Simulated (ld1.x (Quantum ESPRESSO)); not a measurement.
# Transferability test, RRKJ potential for Cu

```
Element                 : Cu (Z = 29)
Generator               : ld1.x (Quantum ESPRESSO) 7.5
Type                    : norm-conserving RRKJ (Kleinman–Bylander form)
Functional              : revPBE
Relativity              : scalar-relativistic
Frozen core             : [Ar]
Valence charge          : 11
Reference configuration : 3d9 4s0 4p0 (charge +2)
Partial waves           : 4p (bound, empty): rc 2.60 bohr; 3d (bound): rc 0.70 bohr; 4s (bound, empty): rc 1.95 bohr
Local potential         : the s channel
Core correction         : none
```

Energies are relative to the spin-unpolarised reference configuration 3d9 4s0 4p0; without spin polarisation the order of configurations can differ from experiment. The frozen-core shift is the all-electron ΔE with the core orbitals held at their reference shape minus the fully relaxed ΔE.

```
valence configuration  charge  ΔE all-electron (eV)  error AE − PS (meV)  frozen-core shift (meV)
         3d10 4s1 4p0       0               -29.217                  -47                      +50
         3d10 4s0 4p0      +1               -21.205                 -238                      +75
          3d8 4s0 4p0      +3                38.899                 -510                     +206
          3d7 4s0 4p0      +4                98.500                -2452                    +1163
          3d9 4s1 4p1       0               -22.416                  +84                     +1.6
          3d9 4s2 4p0       0               -27.228                 +117                     +4.7
```

Task: What are ΔE and the potential's error for 3d10 4s0.5 4p0?

Result: ΔE = -26.115 eV all-electron; the error (AE − PS) is -137 meV.

Levels in the configuration 3d10 4s1 4p0:

```csv
level,all-electron (eV),pseudo (eV)
3d,-4.957,-4.739
4s,-4.507,-4.665
```
